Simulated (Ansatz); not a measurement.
Input file for Ansatz (a program for electronic structure): R-SVWN5/def2-TZVPP on CHCl3 (SMILES ClC(Cl)Cl).

Ansatz 0.2 input:
```yaml
crystal:
  periodic: [false, false, false]
  atoms:
    - {symbol: C, position_ang: [-0.00489735, -0.00323514, 0.10729082]}
    - {symbol: Cl, position_ang: [-0.64995405, 1.56664616, -0.41491356]}
    - {symbol: Cl, position_ang: [1.69832674, -0.18523558, -0.36093039]}
    - {symbol: Cl, position_ang: [-0.98929014, -1.34204925, -0.51871802]}
    - {symbol: H, position_ang: [-0.05418521, -0.03602618, 1.18717114]}
basis:
  gaussian:
    orbitals: def2-TZVPP
hamiltonian:
  xc: {name: SVWN5}
scf: {lower_state_search: off}
```

Output:

```
WARN ansatz: RAYON_NUM_THREADS=4 ignored (pool sized by the plan → 4); use --threads N
Functional definition: SVWN5
these checks for a lower state are left out or cut short: stability, starts, cluster_reference, orbital_swaps, neighbouring_geometries, increment
integrals: 0.10 GiB planned
1121 factors; their error is unknown
mean field: 0.63 GiB planned
mean field evaluation 1: about -38489.7859 eV, gradient 3.3e1 eV
mean field evaluation 2: about -38481.6376 eV, gradient 6.6e1 eV
mean field evaluation 4: about -38492.2603 eV, gradient 1.7e0 eV
mean field evaluation 8: about -38492.2635 eV, gradient 2.6e-2 eV
mean field evaluation 16: about -38492.2315 eV, gradient 2.8e-5 eV
mean field -38492.23154642 eV, -1414.5634183593 hartree, gradient 2.4e-6 eV, S^2 0.000000; 0 other end points of the search recorded, 0 dependent functions left out
reference -38492.23157652 eV, -1414.5634194655 hartree; 29, 29 occupied and 142, 142 virtual orbitals, 1121 factors
Total energy: -38492.23157652 eV, -1414.5634194655 hartree
Checks for a lower state left out: stability, starts, cluster_reference, orbital_swaps, neighbouring_geometries, increment
```

The run converged.

Cost: about 2.1 core-seconds (a rough figure).
